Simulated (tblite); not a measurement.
Compound: C5H9NOSi.
Z-matrix (Å and degrees, GFN2-xTB geometry), rows numbered from 1:
```
C 
C   1  1.4956
C   2  1.4764  1  113.57
N   3  1.2499  2  127.99  1   120.21
Si  4  1.7216  3  136.69  2     0.39
C   2  1.3410  1  122.46  3   179.86
C   6  1.4563  2  124.86  1   176.15
O   7  1.2063  6  124.14  2   176.58
H   1  1.0901  2  110.00  3   -58.26
H   1  1.0900  2  109.99  3    59.82
H   1  1.0867  2  111.19  3  -179.25
H   3  1.0958  2  114.12  1   -55.57
H   5  1.4671  4  118.22  3     5.47
H   5  1.4584  4  102.16  3   127.56
H   5  1.4611  4  101.79  3  -115.44
H   6  1.0833  2  120.01  1    -1.58
H   7  1.1060  6  114.80  2    -4.42
```

Method: GFN2-xTB as coded in tblite; computed harmonic values from a numerical Hessian at the method's own geometry, unscaled. Errors from tens to a few hundred cm⁻¹ against measured bands are possible. Modes of hydrogen on silicon can be 10 to 20 % off. One conformer, not necessarily the lowest.

Harmonic wavenumbers (cm⁻¹): 39.3, 83.3, 106.5, 117.6, 148.4, 160.6, 223.5, 243.7, 314.9, 359.3, 440.3, 525.4, 535.3, 614.4, 652.0, 742.8, 754.8, 802.1, 806.5, 827.9, 870.2, 917.3, 927.0, 1007.3, 1019.0, 1131.6, 1160.4, 1282.3, 1327.2, 1383.8, 1390.6, 1460.2, 1467.3, 1650.0, 1735.3, 1751.1, 2217.9, 2279.2, 2302.3, 2785.8, 2872.9, 3001.0, 3016.2, 3048.7, 3054.2.

A = 1730, B = 1435, C = 889.2 MHz; mass 127.045 u (most abundant isotopes); point group C1, symmetry number 1.

Task: What is the zero-point energy?

Result: Half the sum of the wavenumbers: 26779 cm⁻¹ = 76.56 kcal/mol.

Task: Give the ideal-gas entropy at 400 K and 1 bar in the rigid-rotor, harmonic-oscillator model (classical rotation).

Result: Translation 41.92, rotation 30.24, vibration 42.02: S = 114.2 cal/(mol K).

Task: And Cp and H(400 K) − H(0)?

Result: Cp = 47.41 cal/(mol K), of which vibrations give 39.46 (their classical limit is 45 R = 89.4); H(400 K) − H(0) = 11.67 kcal/mol without the zero-point energy, 8.49 from vibrations.

Task: How do the functions run with temperature in this model?

Result: 
| T (K) | S (cal/(mol K)) | Cp (cal/(mol K)) | H − H(0) (kcal/mol) | G − H(0) (kcal/mol) | ln q(vib) |
| --- | --- | --- | --- | --- | --- |
| 50 | 59.1 | 14.0 | 0.51 | -2.44 | 0.59 |
| 100 | 70.9 | 20.3 | 1.38 | -5.71 | 1.97 |
| 298.15 | 101.5 | 38.9 | 7.26 | -23.01 | 7.69 |
| 373.15 | 111.0 | 45.3 | 10.42 | -30.98 | 9.74 |
| 500 | 125.5 | 54.5 | 16.77 | -46.00 | 13.09 |
| 750 | 150.3 | 67.4 | 32.12 | -80.57 | 19.23 |
| 1000 | 170.9 | 75.9 | 50.10 | -120.79 | 24.80 |

q(vib) and H(0) count from the zero-point level.

Task: Blend soft modes into free rotors: weight 1/[1 + (100 cm⁻¹/ν̃)⁴] for the oscillator and the rest for a rotor with moment μB/(μ + B), μ = h/(8π²ν), B = 10⁻⁴⁴ kg m². What vibrational entropy results?

Result: 38.79 cal/(mol K) in place of 42.02, which changes −T·S at 400 K by +1.29 kcal/mol.

Task: What must be added to the electronic energy to get the Gibbs energy at 400 K and 1 bar?

Result: ZPE + [H(400 K) − H(0)] − T·S = 76.56 + 11.67 − 45.67 = 42.56 kcal/mol.

Hindered rotation and anharmonicity are outside this model. Other conformers, if any are populated, would add a mixing term that is left out. The structure is chiral; the term R ln 2 for an equal mix with its mirror image is left out.
